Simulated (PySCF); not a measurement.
System (SMILES): BN (BH2-NH2).
Geometry (B3LYP-D3(BJ)/def2-TZVP, fixed):
```xyz
6

B     -0.7766     0.0323    -0.0041
N      0.6098    -0.0254     0.0032
H     -1.3984    -0.9854    -0.0254
H     -1.3119     1.0982     0.0110
H      1.1972     0.7922     0.0209
H      1.1274    -0.8889    -0.0085
```
Charge 0, spin multiplicity 1.

Basis-set convergence of the isotropic shielding of N2 at PBE0 with PySCF. GIAO, no density fitting; atoms are numbered in the order shown. All functions are spherical. No added dispersion term, no relativity. Reference: the value in pcseg-3, 143.14 ppm, itself unsure by roughly 0.31 ppm (its distance from pcSseg-2). Deviations are taken from unrounded values. Cost is core time over that of 6-311+G**, rough, on shared machines of one kind; a dash marks a row that isn't timed (too short, read off another run, short of memory, by another algorithm or on other hardware).

```json
[
 {"basis": "def2-SV(P)", "functions": "36", "isotropic shielding of N2 (ppm)": "154.16", "minus reference (ppm)": "11.01", "cost": "-"},
 {"basis": "cc-pVDZ", "functions": "48", "isotropic shielding of N2 (ppm)": "161.28", "minus reference (ppm)": "18.14", "cost": "-"},
 {"basis": "def2-SVP", "functions": "48", "isotropic shielding of N2 (ppm)": "160.09", "minus reference (ppm)": "16.95", "cost": "-"},
 {"basis": "6-311+G**", "functions": "68", "isotropic shielding of N2 (ppm)": "147.70", "minus reference (ppm)": "4.56", "cost": "1×"},
 {"basis": "def2-SVPD", "functions": "72", "isotropic shielding of N2 (ppm)": "163.23", "minus reference (ppm)": "20.08", "cost": "0.9×"},
 {"basis": "aug-cc-pVDZ", "functions": "82", "isotropic shielding of N2 (ppm)": "162.31", "minus reference (ppm)": "19.17", "cost": "1×"},
 {"basis": "aug-pcseg-1", "functions": "82", "isotropic shielding of N2 (ppm)": "159.42", "minus reference (ppm)": "16.27", "cost": "1×"},
 {"basis": "cc-pVTZ", "functions": "116", "isotropic shielding of N2 (ppm)": "148.49", "minus reference (ppm)": "5.34", "cost": "3×"},
 {"basis": "def2-TZVPP", "functions": "118", "isotropic shielding of N2 (ppm)": "148.03", "minus reference (ppm)": "4.89", "cost": "3×"},
 {"basis": "pcSseg-2", "functions": "128", "isotropic shielding of N2 (ppm)": "143.45", "minus reference (ppm)": "0.31", "cost": "4×"},
 {"basis": "def2-TZVPPD", "functions": "142", "isotropic shielding of N2 (ppm)": "147.27", "minus reference (ppm)": "4.13", "cost": "5×"},
 {"basis": "aug-pcseg-2", "functions": "184", "isotropic shielding of N2 (ppm)": "144.84", "minus reference (ppm)": "1.70", "cost": "10×"},
 {"basis": "cc-pVQZ", "functions": "230", "isotropic shielding of N2 (ppm)": "145.90", "minus reference (ppm)": "2.76", "cost": "30×"}
]
```
